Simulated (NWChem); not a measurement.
System: GaPH4; SMILES [PH2][GaH2]

Input file for NWChem:

```
start job
memory heap 200 mb stack 900 mb global 1100 mb
geometry units angstroms noautosym nocenter noautoz
  Ga     0.044284     0.853351     0.008601
  H     -1.333920     1.573156     0.225152
  H      1.358260     1.663922    -0.276052
  P      0.102698    -1.455801    -0.094231
  H     -0.758405    -1.672489     1.022616
  H      1.320083    -1.602738     0.635318
end
basis spherical
  * library def2-tzvp
end
dft
  xc b3lyp
  iterations 150
end
property
  efieldgrad
end
task dft property
```

NWChem printed, in part:

```
             Northwest Computational Chemistry Package (NWChem) 7.3.0
             --------------------------------------------------------

                             Geometry "geometry" -> ""
                             -------------------------

 Output coordinates in angstroms (scale by  1.889725989 to convert to a.u.)

  No.       Tag          Charge          X              Y              Z
 ---- ---------------- ---------- -------------- -------------- --------------
    1 Ga                  31.0000     0.04428400     0.85335100     0.00860100
    2 H                    1.0000    -1.33392000     1.57315600     0.22515200
    3 H                    1.0000     1.35826000     1.66392200    -0.27605200
    4 P                   15.0000     0.10269800    -1.45580100    -0.09423100
    5 H                    1.0000    -0.75840500    -1.67248900     1.02261600
    6 H                    1.0000     1.32008300    -1.60273800     0.63531800

 Effective nuclear repulsion energy (a.u.)     155.7333027557

                              NWChem Property Module
                              ----------------------

  itol2e modified to match energy
  convergence criterion.

                                 NWChem DFT Module
                                 -----------------

 Summary of "ao basis" -> "ao basis" (spherical)
 ------------------------------------------------------------------------------
       Tag                 Description            Shells   Functions and Types
 ---------------- ------------------------------  ------  ---------------------
 Ga                        def2-tzvp                16       48   6s5p4d1f
 H                         def2-tzvp                 4        6   3s1p
 P                         def2-tzvp                13       37   5s5p2d1f

  itol2e modified to match energy
  convergence criterion.

            General Information
            -------------------
          SCF calculation type: DFT
          Wavefunction type:  closed shell.
          No. of atoms     :     6
          No. of electrons :    50
           Alpha electrons :    25
            Beta electrons :    25
          Charge           :     0
          Spin multiplicity:     1
          Use of symmetry is: off; symmetry adaption is: off
          Maximum number of iterations: 150
          AO basis - number of functions:   109
                     number of shells:    45
          Convergence on energy requested:  1.00D-07
          Convergence on density requested:  1.00D-05
          Convergence on gradient requested:  5.00D-04

              XC Information
              --------------
                         B3LYP Method XC Potential
                     Hartree-Fock (Exact) Exchange  0.200
                        Slater Exchange Functional  0.800 local
                    Becke 1988 Exchange Functional  0.720 non-local
              Lee-Yang-Parr Correlation Functional  0.810
                  VWN I RPA Correlation Functional  0.190 local

             Grid Information
             ----------------
          Grid used for XC integration:  fine
          Radial quadrature: Mura-Knowles
          Angular quadrature: Lebedev.
          Tag              B.-S. Rad. Rad. Pts. Rad. Cut. Ang. Pts.
          ---              ---------- --------- --------- ---------
          Ga                  1.30      140          10.0       974
          H                   0.35       60          12.0       590
          P                   1.00      123          11.0       770
          Grid pruning is: on
          Number of quadrature shells:   503
          Spatial weights used:  Erf1

      Superposition of Atomic Density Guess
      -------------------------------------

 Sum of atomic energies:       -2265.87503540

      Non-variational initial energy
      ------------------------------

 Total energy =   -2266.333240
 1-e energy   =   -3468.645632
 2-e energy   =    1046.579090
 HOMO         =      -0.276520
 LUMO         =      -0.011796

   convergence    iter        energy       DeltaE   RMS-Dens  Diis-err
 ---------------- ----- ----------------- --------- --------- ---------
 d= 0,ls=0.0,diis     1  -2268.6505401777 -2.42D+03  4.53D-03  6.90D-01
 d= 0,ls=0.0,diis     2  -2268.6777678095 -2.72D-02  2.26D-03  6.16D-02
 d= 0,ls=0.0,diis     3  -2268.6800792056 -2.31D-03  1.05D-03  3.54D-02
 d= 0,ls=0.0,diis     4  -2268.6839168333 -3.84D-03  1.91D-04  4.58D-04
 d= 0,ls=0.0,diis     5  -2268.6839876512 -7.08D-05  3.38D-05  2.54D-05
  Resetting Diis
 d= 0,ls=0.0,diis     6  -2268.6839906030 -2.95D-06  7.74D-06  1.17D-06
 d= 0,ls=0.0,diis     7  -2268.6839906831 -8.02D-08  6.31D-06  4.11D-07

         Total DFT energy =    -2268.683990683118
      One electron energy =    -3468.929272451376
           Coulomb energy =     1144.349077329557
    Exchange-Corr. energy =      -99.837098316985
 Nuclear repulsion energy =      155.733302755686

 Numeric. integr. density =       50.000000465908

                       DFT Final Molecular Orbital Analysis
                       ------------------------------------

 Vector   23  Occ=2.000000D+00  E=-3.198735D-01
              MO Center=  8.4D-02, -7.6D-01, -6.9D-02, r^2= 3.1D+00
   Bfn.  Coefficient  Atom+Function         Bfn.  Coefficient  Atom+Function
  ----- ------------  ---------------      ----- ------------  ---------------
    77      0.288014  4 P  pz                65     -0.236939  4 P  s
    64     -0.233511  4 P  s                 17      0.196095  1 Ga py
    76     -0.169309  4 P  py                80      0.160071  4 P  pz
    63      0.145346  4 P  s                 99      0.136869  5 H  s
   105      0.136813  6 H  s                 74      0.135675  4 P  pz

 Vector   24  Occ=2.000000D+00  E=-3.107580D-01
              MO Center=  2.9D-02,  1.3D+00,  5.7D-03, r^2= 3.0D+00
   Bfn.  Coefficient  Atom+Function         Bfn.  Coefficient  Atom+Function
  ----- ------------  ---------------      ----- ------------  ---------------
    16      0.308715  1 Ga px                50     -0.227528  2 H  s
    56      0.227432  3 H  s                 51     -0.181916  2 H  s
    57      0.181833  3 H  s                 10     -0.147254  1 Ga px
    49     -0.140877  2 H  s                 55      0.140815  3 H  s
    19      0.122677  1 Ga px                22     -0.107195  1 Ga d -2

 Vector   25  Occ=2.000000D+00  E=-2.582609D-01
              MO Center=  8.3D-02, -9.8D-01, -1.1D-01, r^2= 3.3D+00
   Bfn.  Coefficient  Atom+Function         Bfn.  Coefficient  Atom+Function
  ----- ------------  ---------------      ----- ------------  ---------------
    76      0.323211  4 P  py                79      0.247848  4 P  py
    17     -0.226756  1 Ga py                77      0.210063  4 P  pz
    65     -0.194099  4 P  s                 64     -0.188209  4 P  s
    80      0.188963  4 P  pz                73      0.149925  4 P  py
    67     -0.129032  4 P  py                63      0.115324  4 P  s

 Vector   26  Occ=0.000000D+00  E=-7.321876D-02
              MO Center=  5.6D-02,  7.1D-01,  4.6D-02, r^2= 4.1D+00
   Bfn.  Coefficient  Atom+Function         Bfn.  Coefficient  Atom+Function
  ----- ------------  ---------------      ----- ------------  ---------------
    21      0.663338  1 Ga pz                18      0.433689  1 Ga pz
    12     -0.177658  1 Ga pz                65      0.146910  4 P  s
     6      0.135974  1 Ga s                 19      0.125076  1 Ga px
    79     -0.119960  4 P  py               100     -0.119198  5 H  s
   106     -0.119146  6 H  s                 80     -0.109160  4 P  pz

 Vector   27  Occ=0.000000D+00  E= 5.282684D-03
              MO Center=  6.8D-02, -5.8D-03, -2.2D-02, r^2= 6.4D+00
   Bfn.  Coefficient  Atom+Function         Bfn.  Coefficient  Atom+Function
  ----- ------------  ---------------      ----- ------------  ---------------
     6      1.589595  1 Ga s                 65     -1.019317  4 P  s
    79     -0.842920  4 P  py                20     -0.668513  1 Ga py
    51     -0.515696  2 H  s                 57     -0.516582  3 H  s
     5      0.396726  1 Ga s                 76     -0.200040  4 P  py
     4     -0.177214  1 Ga s                 64     -0.163543  4 P  s

 Vector   28  Occ=0.000000D+00  E= 1.027041D-02
              MO Center=  9.2D-02, -1.2D+00, -9.6D-02, r^2= 3.9D+00
   Bfn.  Coefficient  Atom+Function         Bfn.  Coefficient  Atom+Function
  ----- ------------  ---------------      ----- ------------  ---------------
    78      0.971309  4 P  px               100      0.915482  5 H  s
   106     -0.915924  6 H  s                 19      0.342360  1 Ga px
    51      0.335407  2 H  s                 57     -0.334463  3 H  s
    75      0.237955  4 P  px                80     -0.180918  4 P  pz
    99      0.153110  5 H  s                105     -0.153139  6 H  s

     Multipole analysis of the density
     ---------------------------------

     L   x y z        total         alpha         beta         nuclear
     -   - - -        -----         -----         ----         -------
     0   0 0 0     -0.000000    -25.000000    -25.000000     50.000000

     1   1 0 0      0.038163     -3.287270     -3.287270      6.612703
     1   0 1 0      0.092657     -4.279932     -4.279932      8.652521
     1   0 0 1      0.221241     -0.324206     -0.324206      0.869652

[...]

          -----------------------
          Electric field gradient
          -----------------------

 1 a.u. = 0.324123 10**(16) esu/cm**3  ( or statvolts/cm**2 ) = 0.97174 10**(22) v/m**2

 ------------------------------------------------------------
   Atom      X         Y         Z
 ------------------------------------------------------------
    1 Ga   0.08368   1.61260   0.01625
 ------------------------------------------------------------

 Electric field gradient in molecular frame (a.u.)
         XX             YY             ZZ             XY             XZ             YZ
 ------------------------------------------------------------------------------------------
        1.994985       1.472575      -3.467560      -0.008429      -1.047312      -0.174836

 Principal components (a.u.) and orientation
 of principal axis w.r.t. absolute frame                      Asymmetry parameter eta
 --------------------------------------------------------------------------------------
       -3.667327       2.189677       1.477650                       0.194154

        0.181822       0.982572      -0.038649
        0.033727       0.033049       0.998884
        0.982753      -0.182923      -0.027130

 ------------------------------------------------------------
   Atom      X         Y         Z
 ------------------------------------------------------------
    2 H   -2.52074   2.97283   0.42548
 ------------------------------------------------------------

 Electric field gradient in molecular frame (a.u.)
         XX             YY             ZZ             XY             XZ             YZ
 ------------------------------------------------------------------------------------------
       -0.076058       0.025802       0.050256       0.071217       0.020447      -0.011919

 Principal components (a.u.) and orientation
 of principal axis w.r.t. absolute frame                      Asymmetry parameter eta
 --------------------------------------------------------------------------------------
       -0.116042       0.062597       0.053445                       0.078867

        0.879998       0.436868       0.186415
       -0.453656       0.889327       0.057390
       -0.140713      -0.135071       0.980793

 ------------------------------------------------------------
   Atom      X         Y         Z
 ------------------------------------------------------------
    3 H    2.56674   3.14436  -0.52166
 ------------------------------------------------------------

 Electric field gradient in molecular frame (a.u.)
         XX             YY             ZZ             XY             XZ             YZ
 ------------------------------------------------------------------------------------------
       -0.063790       0.015803       0.047987      -0.076873       0.025368       0.015894

 Principal components (a.u.) and orientation
 of principal axis w.r.t. absolute frame                      Asymmetry parameter eta
 --------------------------------------------------------------------------------------
       -0.116020       0.062586       0.053434                       0.078883

        0.840235      -0.513103       0.175301
        0.511634       0.857309       0.057022
       -0.179545       0.041778       0.982862

 ------------------------------------------------------------
   Atom      X         Y         Z
 ------------------------------------------------------------
    4 P    0.19407  -2.75106  -0.17807
 ------------------------------------------------------------

 Electric field gradient in molecular frame (a.u.)
         XX             YY             ZZ             XY             XZ             YZ
 ------------------------------------------------------------------------------------------
       -0.738239       0.319527       0.418712       0.056596       0.205552       0.500772

 Principal components (a.u.) and orientation
 of principal axis w.r.t. absolute frame                      Asymmetry parameter eta
 --------------------------------------------------------------------------------------
        0.894650      -0.774640      -0.120010                       0.731716

        0.116405       0.982546      -0.145097
        0.658701       0.032966       0.751682
        0.743346      -0.183075      -0.643367

 ------------------------------------------------------------
   Atom      X         Y         Z
 ------------------------------------------------------------
    5 H   -1.43318  -3.16055   1.93246
 ------------------------------------------------------------

 Electric field gradient in molecular frame (a.u.)
         XX             YY             ZZ             XY             XZ             YZ
 ------------------------------------------------------------------------------------------
       -0.016400       0.088650      -0.072250      -0.021763       0.127648       0.038537

 Principal components (a.u.) and orientation
 of principal axis w.r.t. absolute frame                      Asymmetry parameter eta
 --------------------------------------------------------------------------------------
       -0.182041       0.099535       0.082506                       0.093548

       -0.615657       0.283280       0.735336
       -0.159365       0.869110      -0.468242
        0.771731       0.405464       0.489929

 ------------------------------------------------------------
   Atom      X         Y         Z
 ------------------------------------------------------------
    6 H    2.49460  -3.02874   1.20058
 ------------------------------------------------------------

 Electric field gradient in molecular frame (a.u.)
         XX             YY             ZZ             XY             XZ             YZ
 ------------------------------------------------------------------------------------------
       -0.113094       0.091721       0.021374       0.022479      -0.114551       0.021558

 Principal components (a.u.) and orientation
 of principal axis w.r.t. absolute frame                      Asymmetry parameter eta
 --------------------------------------------------------------------------------------
       -0.182024       0.099526       0.082497                       0.093554

        0.861028      -0.174086      -0.477833
       -0.109811       0.853778      -0.508925
        0.496561       0.490670       0.716010
```

Level: B3LYP/def2-TZVP. The geometry was optimised at PBE0/def2-SVP. B3LYP is NWChem's, with the RPA form of VWN correlation. NWChem prints the field gradient with the sign opposite to the second derivative of the potential.
